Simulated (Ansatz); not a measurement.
System: SiH$_{4}$S, charge 0, singlet. SiH4S (sulfanylsilane, SMILES S[SiH3]).
B3LYP-D3(BJ)/def2-TZVP minimum from Ansatz (a first-principles code):
```
Si
H 1 1.4775
H 1 1.4799 2 110.03
H 1 1.4799 2 110.03 3 119.86
S 1 2.1498 2 104.80 4 120.07
H 5 1.3445 1 95.17 2 -180.00
```
Charge 0, spin multiplicity 1.

Wanted: atomisation energy (electronic, to ground-state atoms), in kJ/mol. Radicals and triplets start from unrestricted determinants; spin-orbit coupling is neglected. CBS(X,Y): correlation extrapolated as X^-3, Hartree-Fock from the larger set (Q,5: extrapolated as (X+1)exp(-9√X)). A bracket is a step between two methods taken in the basis named. The functionals are non-relativistic, so their misses hold any scalar relativity. Double hybrids freeze cores in their MP2 part. '+ core + X2C': CCSD(T) terms for core correlation (cc-pwCVTZ, 1s frozen past Ne) and scalar relativity (cc-pVTZ-DK). For partners of very few electrons the exact lower level stands in for a higher one.

CCSD(T)/CBS(cc-pV(Q+d)Z,cc-pV(5+d)Z) + [CCSDT(Q) - CCSD(T)]/cc-pV(T+d)Z + core + X2C (Ansatz) gives 1701.3 kJ/mol.

Question: How far off this value is PBE/def2-TZVPD (Ansatz), in which direction, and which of these levels come nearer: r2SCAN/def2-TZVPD, B3LYP/def2-TZVPD, B2PLYP/def2-TZVPD, CCSD(T)/CBS(cc-pV(Q+d)Z,cc-pV(5+d)Z) + core + X2C?

Answer: PBE gives 1668.5 kJ/mol, 32.8 kJ/mol below it. Differences of the others: r2SCAN/def2-TZVPD (Ansatz) -6.6; B3LYP/def2-TZVPD (Ansatz) -23.3; B2PLYP/def2-TZVPD (Ansatz) -38.4; CCSD(T)/CBS(cc-pV(Q+d)Z,cc-pV(5+d)Z) + core + X2C (Ansatz) -0.2 kJ/mol. Nearer than PBE: r2SCAN/def2-TZVPD, B3LYP/def2-TZVPD, CCSD(T)/CBS(cc-pV(Q+d)Z,cc-pV(5+d)Z) + core + X2C.
